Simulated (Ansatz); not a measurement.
CF2 (SMILES F[C]F) moved off its minimum; all values from Ansatz (a quantum-chemistry and plane-wave program), cores frozen in correlated methods.
(charge 0, multiplicity 1)
```xyz
3

F     -1.07180    -0.22066     0.01118
C     -0.04085     0.61267     0.01386
F      1.00519    -0.18838    -0.04890
```

### Question
Give the forces (eV/Å), the total energy and the dipole at CCSD(T)/aug-cc-pVTZ.

### Answer

```tsv
atom	Fx	Fy	Fz
F1	0.562	0.585	0.007
C2	-0.121	-1.051	-0.038
F3	-0.440	0.466	0.032
```
Energy -237.4378 hartree, dipole 0.36 D.

Doubts at one or more of the structures used: a restricted determinant that unrestricted orbitals would lower (CCSD(T)/aug-cc-pVTZ).
